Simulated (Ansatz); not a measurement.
Start from `CO[Si]Br` and change one atom or group to get `O[Si]Br`.

Ansatz, PBE0-D4/def2-TZVP geometries, multiplicity 1. Each molecule was computed in one conformer, which needn't be the lowest.

Scalar relativity is left out up to krypton.

```tsv
property	`CO[Si]Br`
LUMO energy (ωB97M-V/def2-TZVPP) / eV	-0.01
HOMO–LUMO gap (B3LYP/def2-TZVPP) / eV	4.96
HOMO–LUMO gap (PBE0/def2-TZVPP) / eV	5.32
HOMO energy (PBE/def2-TZVPP) / eV	-6.25
zero-point energy (PBE0-D4/def2-TZVP) / kJ/mol	114.7
HOMO energy (B3LYP/def2-TZVPP) / eV	-7.12
```

(1) Give the same properties after the change, and the shifts. (Best estimate.)

Answers

(1) Computed: 
| property | `O[Si]Br` | shift |
| --- | --- | --- |
| LUMO energy (ωB97M-V/def2-TZVPP) / eV | -0.16 | -0.15 |
| HOMO–LUMO gap (B3LYP/def2-TZVPP) / eV | 5.01 | 0.05 |
| HOMO–LUMO gap (PBE0/def2-TZVPP) / eV | 5.37 | 0.05 |
| HOMO energy (PBE/def2-TZVPP) / eV | -6.46 | -0.21 |
| zero-point energy (PBE0-D4/def2-TZVP) / kJ/mol | 39.7 | -75.0 |
| HOMO energy (B3LYP/def2-TZVPP) / eV | -7.35 | -0.23 |

The zero-point energy changes by -75.0 kJ/mol with -9 modes.

B3LYP here is the variant with VWN-RPA as its local correlation; programs differ in this.

Spin–orbit coupling is left out; it splits and shifts lone-pair levels of the heavy atoms by tenths of an eV.
